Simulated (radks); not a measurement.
The platinum anion Pt2-, [Hg], held by a Watson sphere: a shell of charge +2 at radius R that stands for the Madelung well of a crystal (potential energy -2/R inside, -2/r outside, in hartree with lengths in bohr). Method: scalar-relativistic Kohn-Sham, LB94 model potential, spin-polarised, spherical densities, finite nucleus; Fermi nuclear charge, rms radius of each element as measured or else 0.836 A^(1/3) + 0.57 fm; computed with a radial shooting solver on a logarithmic mesh with Libxc functionals. Response by self-consistent Sternheimer equations with the Hartree and adiabatic LDA kernel, the relativistic mass of each level held fixed and spin-orbit coupling left out. The sphere does not respond.

R (bohr)  e(5p) (eV)  e(6s) (eV)  e(5d) (eV)  <r> 5d (bohr)  sum of <r^2> (bohr^2)  X-ray form factor at sin(theta)/lambda = 0.3 1/angstrom  alpha (bohr^3)
2.91         -59.683     -10.891     -10.103          1.777                  77.59                                                   58.539           48.50
3.16         -59.106     -10.353      -9.459          1.792                  79.50                                                   58.552           54.03
3.24         -58.928     -10.181      -9.264          1.796                  80.09                                                   58.556           55.90
3.75         -57.873      -9.112      -8.118          1.817                  83.60                                                   58.577           68.97
3.78         -57.815      -9.052      -8.056          1.818                  83.79                                                   58.578           69.80
4.18         -57.080      -8.286      -7.279          1.829                  86.25                                                   58.587           81.46
5.3          -55.386      -6.508      -5.531          1.848                  92.13                                                   58.596           120.6
6.14         -54.406      -5.483      -4.537          1.857                  95.80                                                   58.599           157.2
6.34         -54.202      -5.270      -4.331          1.859                  96.61                                                   58.600           167.0
